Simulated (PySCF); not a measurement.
C2H5AlBrN. Atoms are numbered in the order given.

```xyz
10

Al     0.6356     0.0923    -0.0439
Br    -1.5463     0.0912     0.5304
C      1.2551    -0.9105    -1.5784
C      2.5508    -0.9305    -1.9284
H      0.5638    -1.4916    -2.2047
H      2.9222    -1.4938    -2.7951
H      3.3185    -0.3823    -1.3656
N      1.7240     1.0431     0.9703
H      1.4250     1.5756     1.7808
H      2.7250     1.1431     0.8399
```

Geometry: ωB97X-D3(BJ)/def2-SVP. The structure was generated by enumeration; whether it is a known compound was not checked. Other conformers were not sampled.

Calculation: TDA-PBE0/def2-SVPD run with PySCF 2.14.0.

Vertical excitations. Gas-phase values at a fixed geometry.

**Question.** List the lowest excited states. (The exact figures need the calculation; the answer reports its results.)

**Answer.** 
```csv
state,energy (eV),λ (nm),f,main pairs
S1,5.57,223,0.041,HOMO→LUMO 95 %
S2,5.70,217,0.000,"HOMO−1→LUMO 76 %, HOMO−4→LUMO 15 %"
S3,5.94,209,0.020,HOMO→LUMO+1 92 %
S4,6.25,198,0.002,"HOMO−4→LUMO 82 %, HOMO−1→LUMO 14 %"
S5,6.44,193,0.168,"HOMO−2→LUMO 53 %, HOMO−3→LUMO 39 %"
S6,6.68,186,0.001,HOMO−2→LUMO+1 92 %
S7,6.72,184,0.119,HOMO−1→LUMO+1 89 %
S8,6.91,180,0.152,"HOMO−3→LUMO 51 %, HOMO−2→LUMO 28 %"
S9,7.13,174,0.080,"HOMO→LUMO+2 64 %, HOMO−3→LUMO+1 27 %"
S10,7.27,171,0.104,"HOMO−3→LUMO+1 66 %, HOMO→LUMO+2 27 %"
T1,3.98,311,0,"HOMO−2→LUMO 58 %, HOMO→LUMO 19 %, HOMO−3→LUMO 10 %"
T2,5.05,245,0,"HOMO→LUMO 74 %, HOMO−2→LUMO 14 %"
T3,5.11,243,0,"HOMO−1→LUMO 53 %, HOMO−4→LUMO 41 %"
T4,5.57,223,0,HOMO→LUMO+1 92 %
```
Triplets are in the Tamm–Dancoff approximation.
